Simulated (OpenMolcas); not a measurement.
3s2 3p3 along the 15-electron sequence

```json
{"Program": "OpenMolcas", "Method": "CASSCF", "Basis": "ANO-R2", "Scalar Hamiltonian": "X2C, finite nucleus", "Spin-orbit coupling": "state interaction with AMFI integrals over the reference wave functions, term energies averaged over their components"}
```

Active space for each ion: 3 electrons in 3 orbitals (3p).

Computed levels in cm-1 above 4S* 3/2:

```
                                Level      P     S+   Cl2+
                              2D* 3/2  15467  19199  22719
                              2D* 5/2  15474  19218  22762
                              2P* 1/2  25656  31868  37787
                              2P* 3/2  25664  31892  37845
weight of 4S* in the lowest level (%)    100    100    100
```

Measured, with the error of the calculation in %. Measured levels: P, S+ from NIST Handbook of Basic Atomic Spectroscopic Data; Cl2+ from Moore, Atomic Energy Levels, vol. I, NSRDS-NBS 35 (1971 reprint of NBS Circular 467, 1949).

```
  Level              P             S+           Cl2+
2D* 3/2  11361 (+36.1)  14853 (+29.3)  18053 (+25.8)
2D* 5/2  11377 (+36.0)  14885 (+29.1)  18120 (+25.6)
2P* 1/2  18723 (+37.0)  24525 (+29.9)  29812 (+26.8)
2P* 3/2  18748 (+36.9)  24572 (+29.8)  29907 (+26.5)
```

2D* 3/2 changes by a factor of 1.47 over the same range, with steps per unit of Z of +3730, +3520 cm-1.

With the s shell closed, the reference lacks s² → p² mixing. Without dynamic correlation excited terms often stand tens of per cent too high (terms of higher spin than the ground term too low), and those without a measured partner can miss by more than the paired ones (holds for P; S+). Measured partners are found by configuration, term and J. A level has none where our copy of the source lacks it or the pairing is in doubt (some pairs that miss far off the trend of their configuration count as doubtful), and it then counts in no deviation. Only configurations of the active space appear.

* marks odd parity.
